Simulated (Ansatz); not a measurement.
`[SiH3][CH](Cl)[InH2]`, relaxed with RKS PBE0-D4/def2-TZVP in Ansatz from a PBE-D4/def2-SVP geometry. The force threshold is 0.005 eV/Å; the program also tests the step.

Charge 0, multiplicity 1. In: def2 effective core potential.

Start:

```xyz
10

Si   -1.129    0.046    1.144
C    -0.013   -0.706   -0.174
Cl   -0.876   -0.718   -1.820
In    1.647    0.510   -0.998
H    -2.421   -0.712    1.312
H    -0.371    0.018    2.447
H    -1.448    1.472    0.790
H     0.277   -1.755    0.031
H     1.404    2.228   -0.973
H     2.930   -0.382   -1.759
```

(1) By how much does the energy fall, and how many steps does the optimiser take? (An estimate is asked.)

(2) Which bonds change most? (Estimate.)

(3) Give the relaxed structure. (An estimate is asked.)

Answers

(1) Computed: 0.04 eV, in 6 steps, 1 of them rejected.

(2) The calculation gave: C2–Cl3 from 1.859 to 1.826 Å; C2–In4 from 2.217 to 2.185 Å; In4–H10 from 1.737 to 1.716 Å; Si1–C2 from 1.884 to 1.862 Å.

(3) The calculation gave: 
```xyz
10

Si   -1.115    0.044    1.126
C    -0.022   -0.692   -0.190
Cl   -0.906   -0.720   -1.787
In    1.626    0.501   -0.987
H    -2.379   -0.719    1.311
H    -0.346    0.031    2.403
H    -1.445    1.448    0.770
H     0.265   -1.723    0.014
H     1.409    2.202   -0.951
H     2.913   -0.374   -1.709
```
